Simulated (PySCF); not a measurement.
**Fractional electron number in Ga²⁺ (gallium, charge +2)**

The 4s alpha orbital of [Ar] 3d10 4s1 is emptied in steps (occupation f), with all orbitals relaxed, ending at [Ar] 3d10. Computed with PySCF 2.14 in aug-cc-pVTZ-PP with ECP10MDF (6s5p4d2f, 55 functions), with a scalar-relativistic core potential. The exact energy is a straight line in f; departures are measured from the line between the end points of the same method.

**Question.** Among UHF, LDA, PBE, PBE0, r2SCAN, LC-wPBE, BHandHLYP, B3LYP, which shows the largest delocalisation error (convex curve), and which is closest to linear?

**Answer.** Most convex: PBE (-1.188 eV at f = 0.4); closest to linear: UHF (0.025 eV).

| f | UHF (eV) | LDA (eV) | PBE (eV) | PBE0 (eV) | r2SCAN (eV) | LC-wPBE (eV) | BHandHLYP (eV) | B3LYP (eV) |
| --- | --- | --- | --- | --- | --- | --- | --- | --- |
| 1 | 0.000 | 0.000 | 0.000 | 0.000 | 0.000 | 0.000 | 0.000 | 0.000 |
| 0.8 | 0.017 | -0.781 | -0.786 | -0.576 | -0.677 | -0.109 | -0.406 | -0.642 |
| 0.6 | 0.025 | -1.168 | -1.183 | -0.865 | -1.005 | -0.164 | -0.612 | -0.964 |
| 0.4 | 0.025 | -1.162 | -1.188 | -0.867 | -0.995 | -0.169 | -0.617 | -0.966 |
| 0.2 | 0.017 | -0.768 | -0.794 | -0.579 | -0.658 | -0.119 | -0.416 | -0.646 |
| 0 | 0.000 | 0.000 | 0.000 | 0.000 | 0.000 | 0.000 | 0.000 | 0.000 |

| method | E(f=0) − E(f=1) (eV) | −ε at f=1 (eV) | −ε at f=0.4 (eV) |
| --- | --- | --- | --- |
| UHF | 29.631 | 29.739 | 29.608 |
| LDA | 31.862 | 26.970 | 32.868 |
| PBE | 31.473 | 26.574 | 32.440 |
| PBE0 | 31.107 | 27.514 | 31.819 |
| r2SCAN | 31.298 | 27.029 | 32.179 |
| LC-wPBE | 31.073 | 30.373 | 31.171 |
| BHandHLYP | 31.043 | 28.515 | 31.529 |
| B3LYP | 31.567 | 27.562 | 32.361 |

Reference removal energy between the ground levels: 30.726 eV (measured; NIST Atomic Spectra Database, ionization energies). UHF lacks correlation.
